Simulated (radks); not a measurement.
Values are calculated unless marked as measured or tabulated.
Q: Radial electron density D(r) = 4 pi r^2 rho(r) of an atom or ion with 28 electrons. Code: a radial shooting solver on a logarithmic mesh with Libxc functionals. Model: Dirac Kohn-Sham, PBE, spin-unpolarised, spherical densities, finite nucleus; Fermi nuclear charge, rms radius of each element as measured or else 0.836 A^(1/3) + 0.57 fm.

r (bohr)  D(r) (e/bohr)
0.001237          4.020
0.001406          4.971
0.001585          6.052
0.001787          7.348
0.002015          8.894
0.002272          10.73
0.002562          12.89
0.002888          15.43
0.003256          18.37
0.003701          22.00
0.004173          25.89
0.004705          30.25
0.005305          35.07
0.005981          40.31
0.006744          45.87
0.007604          51.64
0.008573          57.41
0.009744          63.32
0.01099           68.34
0.01239           72.53
0.01397           75.62
0.01575           77.37
0.01775           77.65
0.02002           76.53
0.02257           74.30
0.02565           71.32
0.02892           68.77
0.03261           67.36
0.03677           67.91
0.04146           70.93
0.04674           76.35
0.0527            83.40
0.05942           90.60
0.06753           96.28
0.07614           97.85
0.08585           94.79
0.0968            87.55
0.1091            78.09
0.1231            69.39
0.1387            64.32
0.1564            64.25
0.1778            68.48
0.2005            73.01
0.226             73.96
0.2548            68.71
0.2873            57.44
0.324             42.98
0.3653            29.17
0.4118            18.76
0.4681            11.99
0.5278            8.418
0.595             5.974
0.6709            3.877
0.7564            2.131
0.8529           0.9458
0.9616           0.3277
1.084           0.08593
1.232           0.01465
1.389          0.001955
1.567         0.0001779

What is the nuclear charge?

A: Z = 58. The innermost maximum, from 1s, lies near gamma/Z bohr with gamma = sqrt(1 - (Z/c)^2) = 0.906, here 0.0156 bohr (found: 0.0171), and its height grows with Z. The density is that of the cerium ion Ce30+ in [Ar] 3d8 4s2; the configuration itself is not fixed sharply by these data, and Z only to a few units. D(r) has 3 maxima, at r = 0.0171, 0.0749, 0.217 bohr, and minima at 0.0337, 0.148 bohr, inside which lie 2.04, 11.23 electrons.
